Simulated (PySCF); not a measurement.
C8H9P.
Structure used (PBE0-D3(BJ)/def2-SVP), in Å, numbered top down from 1:
```xyz
18
C8H9P angstrom
C      2.6412   -2.3756    0.6025
C      2.3383   -1.2034    0.5290
C      1.9324    0.1782    0.3763
P      0.7995    0.3758   -1.1452
C     -0.5616    1.4275   -0.5131
C     -1.0107    2.8148   -0.2998
C     -0.8652    0.1508   -0.4250
C     -1.8355   -0.8414   -0.0448
C     -1.5558   -2.1521   -0.0087
H      2.9233   -3.4083    0.6823
H      2.8164    0.8217    0.2249
H      1.4019    0.5371    1.2735
H     -0.9372    3.3910   -1.2361
H     -2.0492    2.8554    0.0617
H     -0.3650    3.3220    0.4352
H     -2.8327   -0.4800    0.2339
H     -0.5573   -2.5148   -0.2716
H     -2.3066   -2.8855    0.2942
```

Linear response at PBE0/def2-SVPD (PySCF, frozen core in the response, non-relativistic).

Static isotropic polarisability: 123.46 au (18.30 Å³), principal values 85.6, 124.3, 160.4 au.

(1) What is the polarisability at 1064 nm and at the sodium D line?

(2) What is the isotropic C6 coefficient between two such molecules, C6 = (3/π)∫α(iω)² dω?

(3) Which effective excitation energy ω̄ makes London's formula C6 = (3/4)α²ω̄ exact here?

(4) What three-body coefficient follows from the one-pole estimate C9 = (3/4)·α·C6?

(5) How many electrons N does the Slater–Kirkwood formula C6 = (3/4)·√N·α^(3/2) need to give this C6?

(6) What n − 1 at the D line would an ideal gas of it have at 273.15 K and 1 atm (2.6868 × 10¹⁹ cm⁻³), by n − 1 = 2π·N·α′?

(7) What molar refraction at the D line follows from R = (4π/3)·N_A·α′, with α′ the polarisability volume?

(8) The lowest 10 singlets have (eV, f): 4.20, 0.088; 5.05, 0.002; 5.30, 0.014; 5.42, 0.014; 5.63, 0.013; 5.74, 0.023; 5.94, 0.164; 6.08, 0.044; 6.09, 0.065; 6.34, 0.063. What share of the static polarisability do they carry in the sum over states α = Σ f/ω²?

(9) How anisotropic is the static polarisability, by Δα² = ½[(α1 − α2)² + (α2 − α3)² + (α3 − α1)²]?

## Answers

(1) 125.25 au at 1064 nm (+1.4 %), 129.76 au at 589.3 nm (+5.1 %). The rise at 589.3 nm is 3.53 times that at 1064 nm; a pure ω² law gives 3.26. The lowest singlet lies at 295 nm, shorter than both wavelengths.

(2) 5225 au (Eh·bohr⁶) by a ten-point quadrature over imaginary frequencies, which is 3120 eV·Å⁶ or 301 J·nm⁶/mol.

(3) ω̄ = 4·C6/(3α²) = 0.457 Eh = 12.4 eV. A one-pole form α(ω) = α/(1 − ω²/ω̄²) fitted to the 1064 nm value gives 9.8 eV. London's choice of the ionisation energy (7.86 eV, ΔSCF at the same level) gives C6 = 3300 au, 37 % too low.

(4) 484000 au. This is an estimate from the two numbers above, not a computed integral.

(5) N = (4·C6/3)²/α³ = 25.8; the species has 72 electrons in all.

(6) 32.46 × 10⁻⁴, a formal value whether or not that pressure can be reached.

(7) α′ = 19.23 Å³ gives R = 48.51 cm³/mol, for isolated, non-vibrating species.

(8) 12.13 au, 9.8 % of α; the largest term, 3.71 au, is that of the state at 4.20 eV. Their oscillator strengths add up to 0.49. Higher states carry the rest.

(9) Δα = 64.8 au, or 0.52 of the isotropic value.

One conformer stands for the species.
